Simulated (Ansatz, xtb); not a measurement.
**Two structures of AlH4InSSi**

Structure a: a singlet given by its coordinates. Structure b: a singlet given by its coordinates. Both are isolated molecules in the gas phase, relaxed with r2SCAN-D4/def2-SVP.

a (Å):

```xyz
8

Al    0.6489    1.8153    0.3022
In   -1.2411   -0.2493    1.6441
S     0.4658   -1.8483   -0.0029
Si    1.5320   -0.2723   -0.7085
H    -0.9245    1.4361   -0.0366
H     1.2081    3.2724    0.0116
H     0.6635    1.2004    1.8371
H     2.6098   -0.6966   -1.6761
```

Close contacts (Å): Al1–In2 3.10, Al1–Si4 2.48, In2–S3 2.86, S3–Si4 2.03, Al1–H5 1.65, Al1–H6 1.59, Al1–H7 1.65, In2–H5 2.40, In2–H7 2.40, Si4–H8 1.51.

b (Å):

```yaml
atoms:
  - { symbol: Al, position_ang: [-0.9772, 1.7314, 1.2052] }
  - { symbol: In, position_ang: [0.3807, -0.5239, 2.6831] }
  - { symbol: S, position_ang: [0.7879, 3.1149, 0.5635] }
  - { symbol: Si, position_ang: [2.0266, 1.7359, 1.5050] }
  - { symbol: H, position_ang: [-2.4107, 2.2403, 0.7557] }
  - { symbol: H, position_ang: [-0.7301, 1.4148, 2.8312] }
  - { symbol: H, position_ang: [3.4231, 2.3022, 1.3053] }
  - { symbol: H, position_ang: [-0.5189, 0.1834, 0.7588] }
```

Close contacts (Å): Al1–In2 3.02, Al1–S3 2.33, In2–Si4 3.03, S3–Si4 2.08, Al1–H5 1.59, Al1–H6 1.67, Al1–H8 1.67, In2–H6 2.24, In2–H8 2.24, Si4–H7 1.52.

Energies in hartree; the thermal terms are from r2SCAN-D4/def2-SVP harmonic frequencies (ideal gas, rigid rotor, one conformer each, 1000 K, 1 atm) and include the zero-point energy:

|  | a | b |
| --- | --- | --- |
| E, CCSD(T)/def2-SVP | −1120.099479 | −1120.103751 |
| E, MP2/def2-SVP | −1120.024798 | −1120.028995 |
| E, MP2/def2-TZVPP | −1120.647148 | −1120.652439 |
| zero-point energy | 0.030663 | 0.031301 |
| H(1000 K) − E | 0.078307 | 0.078251 |
| G(1000 K) − E | −0.130889 | −0.126761 |

Task: Correct the CCSD(T) difference for the basis set by the MP2 change, then work out ΔE, ΔE₀, ΔH and ΔG for a → b in kcal/mol (1 Eh = 627.51 kcal/mol) and the equilibrium ratio [b]/[a].

Result: 1. Differences b − a: CCSD(T) −0.004272, MP2 in the small set −0.004197, MP2 in the large set −0.005291 Eh.
2. ΔE = −0.004272 + (−0.005291 − (−0.004197)) = −0.005366 Eh = −3.37 kcal/mol.
3. ΔE₀ = ΔE + ΔZPE = −0.005366 + (+0.000638) Eh = −2.97 kcal/mol.
4. ΔH = ΔE + (−0.000056) Eh = −3.40 kcal/mol.
5. ΔG = ΔE + (+0.004128) Eh = −0.78 kcal/mol, so ΔS = (ΔH − ΔG)/T = −11.0 J/(mol K).
6. kT = 3.1668 mEh, so K = [b]/[a] = exp(−ΔG/kT) = exp(+0.39) ≈ 1.5.

The two are too close for this level to say which is favoured. An error of 1 kcal/mol in ΔG would change K by a factor of 1.7. Mirror images and further conformers aren't counted.

Other levels gave ΔE = −1.6 (r2SCAN-D4/def2-SVP); −1.6 (HF/def2-SVP); −2.6 (MP2/def2-SVP); −2.7 (CCSD(T)/def2-SVP) kcal/mol. The correlated steps freeze 19 core orbitals; the filled d shell of In is correlated, in a basis made for valence electrons. Atoms past krypton carry core potentials in the def2 sets, without spin–orbit terms. Programs: Ansatz 0.2.0.
